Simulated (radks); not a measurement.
The nuclear charge of neutral nickel is varied continuously with 28 electrons held in [Ar] 3d8 4s2. Method: scalar-relativistic Kohn-Sham, PBE, spin-polarised, spherical densities, point nucleus; open shells are filled with parallel spins first; computed with a radial shooting solver on a logarithmic mesh with Libxc functionals. By the Hellmann-Feynman theorem dE/dZ = E(electron-nucleus)/Z, the electronic potential at the nucleus. The scalar-relativistic energy here is not variational (the density holds large components alone), so the two differ by a part that grows with Z.

[
 {"Z": "27.75", "E (hartree)": "-1488.15409", "E(electron-nucleus)/Z (hartree)": "-128.764", "HOMO": "4s", "e(HOMO) (eV)": "-3.482", "<r> HOMO (bohr)": "3.031"},
 {"Z": "28", "E (hartree)": "-1520.57349", "E(electron-nucleus)/Z (hartree)": "-130.343", "HOMO": "4s", "e(HOMO) (eV)": "-5.462", "<r> HOMO (bohr)": "2.849"},
 {"Z": "28.25", "E (hartree)": "-1553.38783", "E(electron-nucleus)/Z (hartree)": "-131.916", "HOMO": "4s", "e(HOMO) (eV)": "-7.641", "<r> HOMO (bohr)": "2.698"},
 {"Z": "28.5", "E (hartree)": "-1586.59616", "E(electron-nucleus)/Z (hartree)": "-133.486", "HOMO": "4s", "e(HOMO) (eV)": "-10.001", "<r> HOMO (bohr)": "2.570"},
 {"Z": "28.75", "E (hartree)": "-1620.19775", "E(electron-nucleus)/Z (hartree)": "-135.054", "HOMO": "4s", "e(HOMO) (eV)": "-12.532", "<r> HOMO (bohr)": "2.459"},
 {"Z": "29", "E (hartree)": "-1654.19203", "E(electron-nucleus)/Z (hartree)": "-136.619", "HOMO": "4s", "e(HOMO) (eV)": "-15.224", "<r> HOMO (bohr)": "2.361"}
]

The central difference of E at Z = 28 is -130.467 hartree, to compare with the third column; the second derivative is -6.32 hartree.
